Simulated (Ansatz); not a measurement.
Mulliken charges of CH$_{5}$B$_{2}$NO, SMILES `BB(O)N=C` from r2SCAN/def2-TZVPP in Ansatz (PBE0-D4/def2-TZVP geometry).

```tsv
atom	x (Å)	y (Å)	z (Å)	charge (e)
B1	-0.192	-0.592	1.578	-0.116
B2	0.229	-0.612	-0.060	0.189
O3	1.119	-1.472	-0.659	-0.315
N4	-0.432	0.315	-0.883	-0.121
C5	-0.466	1.489	-1.300	-0.010
H6	-1.232	-1.017	1.994	0.012
H7	0.546	-0.110	2.394	0.012
H8	1.488	-2.117	-0.054	0.205
H9	0.301	2.237	-1.056	0.068
H10	-1.278	1.829	-1.951	0.075
```

By hand: the dipole of these point charges (1 e Å = 4.8032 D).

Σ q r = (-0.009, 0.205, -0.044) e Å, of length 0.210 e Å = 1.01 D.

How does the dipole of the full density compare? (Estimate.)

Ansatz gave: (0.108, 0.146, 0.119) e Å, 1.04 D; the point charges give 0.97 times that, at 59° from its direction.

Point charges leave out the atoms' own dipoles, such as those of lone pairs, and Mulliken's split depends on the basis, so the two needn't agree.
